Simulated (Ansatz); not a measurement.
Geometry optimisation of Cr₂S₃.

```yaml
crystal:
  periodic: [false, false, false]
  atoms:
    - {symbol: Cr, position_ang: [0.587800, -1.157120, -0.063300]}
    - {symbol: Cr, position_ang: [-0.588110, 1.155660, 0.063160]}
    - {symbol: S, position_ang: [0.021920, -0.090160, 1.872030]}
    - {symbol: S, position_ang: [1.436710, 0.780370, -0.916250]}
    - {symbol: S, position_ang: [-1.458320, -0.688750, -0.955640]}
basis:
  gaussian: {orbitals: def2-SVP}
hamiltonian: {xc: pbe0, dispersion: d4}
scf: {lower_state_search: "off"}
output: {orbitals: {seedname: orbitals}}
relax: {f_tol: 0.02, max_steps: 100}
```

```sh
$ ansatz run in.yaml --threads 4 --pin off --events-out ev --progress --plain --max-ram 4787MiB
```

Output, abridged:

```
Functional definition: PBE0
mean field -89305.83385754 eV, -3281.9288605962 hartree, gradient 6.8e-6 eV, S^2 0.000000; 0 other end points of the search recorded, 0 dependent functions left out
relax step   1: F+E_penalty+E_count = -89306.14701323 eV  Δ(F+E_penalty+E_count) = +0.000e0 eV  max|allowed force component| = 2.845e0 eV/Å  Δτ_max = 0.0000 Å  (225 SCF iters, accepted)
mean field -89306.46116215 eV, -3281.9519136154 hartree, gradient 2.8e-6 eV, S^2 0.000000; 0 other end points of the search recorded, 0 dependent functions left out
relax step   2: F+E_penalty+E_count = -89306.76759392 eV  Δ(F+E_penalty+E_count) = -6.206e-1 eV  max|allowed force component| = 1.008e0 eV/Å  Δτ_max = 0.1571 Å  (128 SCF iters, accepted)
mean field -89307.04494014 eV, -3281.9733670609 hartree, gradient 6.8e-6 eV, S^2 0.000000; 0 other end points of the search recorded, 0 dependent functions left out
relax step   3: F+E_penalty+E_count = -89307.34837680 eV  Δ(F+E_penalty+E_count) = -5.808e-1 eV  max|allowed force component| = 4.439e0 eV/Å  Δτ_max = 0.1266 Å  (182 SCF iters, accepted)
mean field -89308.64658460 eV, -3282.0322264092 hartree, gradient 3.9e-6 eV, S^2 0.000000; 0 other end points of the search recorded, 0 dependent functions left out
relax step   4: F+E_penalty+E_count = -89308.94396065 eV  Δ(F+E_penalty+E_count) = -1.596e0 eV  max|allowed force component| = 1.894e0 eV/Å  Δτ_max = 0.1987 Å  (43 SCF iters, accepted)
mean field -89308.72702616 eV, -3282.0351825820 hartree, gradient 1.1e-6 eV, S^2 0.000000; 0 other end points of the search recorded, 0 dependent functions left out
relax step   5: F+E_penalty+E_count = -89309.02277399 eV  Δ(F+E_penalty+E_count) = -7.881e-2 eV  max|allowed force component| = 4.046e-1 eV/Å  Δτ_max = 0.0641 Å  (37 SCF iters, accepted)
mean field -89308.72958973 eV, -3282.0352767915 hartree, gradient 4.6e-6 eV, S^2 0.000000; 0 other end points of the search recorded, 0 dependent functions left out
relax step   6: F+E_penalty+E_count = -89309.02560072 eV  Δ(F+E_penalty+E_count) = -2.827e-3 eV  max|allowed force component| = 3.702e-2 eV/Å  Δτ_max = 0.0087 Å  (31 SCF iters, accepted)
mean field -89308.72992338 eV, -3282.0352890527 hartree, gradient 4.8e-6 eV, S^2 0.000000; 0 other end points of the search recorded, 0 dependent functions left out
relax step   7: F+E_penalty+E_count = -89309.02590927 eV  Δ(F+E_penalty+E_count) = -3.085e-4 eV  max|allowed force component| = 3.287e-3 eV/Å  Δτ_max = 0.0088 Å  (31 SCF iters, accepted)
Total energy: -89309.02596790 eV, -3282.0461684883 hartree
Atom 0 at     0.392859    -0.758367    -0.043339 Å, force     0.000451     0.003287     0.000528 eV/Å
Atom 1 at    -0.392528     0.757796     0.043297 Å, force    -0.001159    -0.000016     0.000199 eV/Å
Atom 2 at     0.025123    -0.103644     2.047556 Å, force     0.000743    -0.000930     0.000556 eV/Å
Atom 3 at     1.563760     0.868821    -1.001888 Å, force     0.001268    -0.001331    -0.000202 eV/Å
Atom 4 at    -1.589214    -0.764605    -1.045627 Å, force    -0.001303    -0.001012    -0.001081 eV/Å
Dipole moment:     0.000287    -0.000640    -0.000061 e Å
Checks for a lower state left out: stability, starts, cluster_reference, orbital_swaps, neighbouring_geometries, increment
```

Hardware: 4 threads of AMD EPYC 7R43 on a shared host. Wall time 47 s.

The structure comes from a short search, and lower isomers may exist.
